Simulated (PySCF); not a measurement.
How methods differ on the excitation energy of Ni

Ni [Ar] 3d8 4s2 (3F) → Ni [Ar] 3d8 4s1 4p1 (high-spin determinant), as a difference of total energies. All numbers are calculated (PySCF 2.14, the non-relativistic Hamiltonian (point nucleus), in aug-cc-pVTZ (8s7p5d3f2g, 93 functions)). Correlated levels: valence: [Ar] frozen. The calculations carry no spin-orbit coupling.

```tsv
method	excitation energy (eV)
UHF	2.016
LDA	3.573
PBE	3.347
PBE0	3.091
r2SCAN	3.029
revPBE	3.241
MN15	3.490
M06-2X	3.473
PBEsol	3.309
MP2 (valence)	3.024
SCS-MP2 (valence)	3.221
```

Q: How much does correlation contribute at MP2 (valence)?

A: 3.024 − (2.016) = 1.008 eV, measured against UHF.

A first-order spin-orbit estimate (lowest level to lowest level, LS coupling) adds 0.017 eV.

The determinant of the upper state mixes LS terms, which raises its energy above the lowest term, most at the Hartree-Fock and MP2 levels.
